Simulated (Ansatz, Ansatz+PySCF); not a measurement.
```xyz
3

C     0.0000    0.0000    1.7520
C     0.0000    0.0000    0.0000
B     0.0000    0.0000   -1.8840
```

Basis set: STO-3G (spherical functions). Correlated methods keep 3 orbitals frozen. Correlation on ROHF uses semicanonical orbitals with singles. Charge 0, multiplicity 4.

Computed with Ansatz (development build ahead of 0.2.0); the reference of a correlated method needn't be the lowest determinant of its kind.

Problem. Give the atomization energy at this shape (free ground-state atoms in the same class of orbitals less the molecule, no zero-point energy) of quartet BC₂ by ROHF-CCSD(T), ROHF-CCSD.

Solution.

| method | atomization energy |
| --- | --- |
| ROHF-CCSD(T) | 125.67 kcal/mol |
| ROHF-CCSD | 122.62 kcal/mol |

Caution: large amplitudes, a single reference is doubtful; the reference determinant was not shown to be the lowest; the shape is not the minimum.

This basis has no polarisation functions and is too small for such energies, which can lie far from measured ones in either direction.
